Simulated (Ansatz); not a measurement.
`C[SiH](Cl)[SnH3]` → `[CH3][SnH3]` + `[SiH]Cl` at 600 K and 1 bar (silylene formation by 1,1-elimination).

Calculated with Ansatz (gas phase, PBE0-D4/def2-TZVP geometries, no zero-point term in ΔE). CCSD(T)/CBS is the MP2 limit (def2-TZVPP, def2-QZVPP) plus CCSD(T) − MP2 in def2-TZVPP, frozen cores. This one scheme is used for every species. def2 core potentials past Kr. For Sn outer-core shells are correlated without core-valence functions, which leaves a few kJ/mol of doubt a bond.

```csv
species,CCSD(T)/CBS energy (Eh),H − E (kJ/mol),S (J/(mol·K))
`C[SiH](Cl)[SnH3]`,-1005.19559,248.1,492.8
`[CH3][SnH3]`,-255.66383,191.1,350.4
`[SiH]Cl`,-749.43948,44.3,282.6
```

H − E and S are ideal-gas, rigid-rotor, harmonic terms from PBE0-D4/def2-TZVP, for one conformer and one mirror image of each species. 1 Eh = 2625.50 kJ/mol, R = 8.31446 J/(mol·K).

Problem. By hand: ΔE, ΔH, ΔS and ΔG.

Solution. ΔE = (-255.66383) + (-749.43948) − (-1005.19559) = 0.09228 Eh = 242.3 kJ/mol. Δ(H − E) = 191.1 + 44.3 − 248.1 = -12.7, so ΔH = 229.6 kJ/mol. ΔS = 350.4 + 282.6 − 492.8 = 140.2 J/(mol·K). ΔG = 229.6 − 600 × (140.2)/1000 = 145.5 kJ/mol.

Problem. By hand: the equilibrium constant, and the temperature at which ΔG would vanish if ΔH and ΔS stayed fixed.

Solution. log₁₀ K = −ΔG/(RT ln 10) = -12.7. ΔG = 0 at ΔH/ΔS = 1638 K.

The number of gas molecules changes by +1, which sets the sign of ΔS. A doubt of 5 kJ/mol in ΔE shifts log₁₀ K by 0.4 here. Other conformers and mirror images would add mixing entropy, several J/(mol·K) or more a flexible species. These are equilibria of isolated gas molecules and say nothing of rates. Largest T1 diagnostic: 0.013 (customary marks: 0.02 for closed shells, 0.045 for open ones).
